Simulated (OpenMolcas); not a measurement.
# Ionisation energies of barium

* Program: OpenMolcas 26.06
* Basis: ANO-R2 [8s6p4d2f1g]
* Scalar Hamiltonian: X2C, finite nucleus
* Spin-orbit coupling: RASSI with atomic mean-field integrals over the reference wave functions, term energies averaged over their components

Active shells in each charge state: the valence s, p shells, with orbitals averaged over the low states. Where CASPT2's correlated closed shells are named, they are those of the first ion.

A. CASSCF
B. SS-CASPT2, IPEA 0.25 Eh, imaginary shift 0.1 Eh (closed shells correlated: 5s 5p)
C. SS-CASPT2, IPEA 0 Eh, imaginary shift 0.1 Eh (closed shells correlated: 5s 5p)
D. SS-CASPT2, IPEA 0.25 Eh, imaginary shift 0.1 Eh (closed shells correlated: none)
E. SS-CASPT2, IPEA 0.25 Eh, imaginary shift 0.1 Eh (closed shells correlated: 4d 5s 5p)

Energies in eV between the lowest computed levels, named as in B; reference values from the NIST Atomic Spectra Database with their kind.

| From | To | A | B | C | D | E | Spin-orbit share in B | Reference |
| --- | --- | --- | --- | --- | --- | --- | --- | --- |
| Ba 6s² ¹S₀ | Ba+ 6s ²S_1/2 | 4.859 | 5.054 | 5.047 | 4.872 | 5.069 | +0.000 | 5.212 (measured) |
| Ba+ 6s ²S_1/2 | Ba2+ 5p⁶ ¹S₀ | 9.296 | 9.751 | 9.791 | 9.296 | 9.789 | +0.000 | 10.004 (measured) |

Error against the reference values, in %:

| From | Reference | A | B | C | D | E |
| --- | --- | --- | --- | --- | --- | --- |
| Ba | measured | -6.8 | -3.0 | -3.2 | -6.5 | -2.7 |
| Ba+ | measured | -7.1 | -2.5 | -2.1 | -7.1 | -2.1 |

Mean absolute error over the 2 measured values: A 0.53 eV, B 0.21 eV, C 0.19 eV, D 0.52 eV, E 0.18 eV.
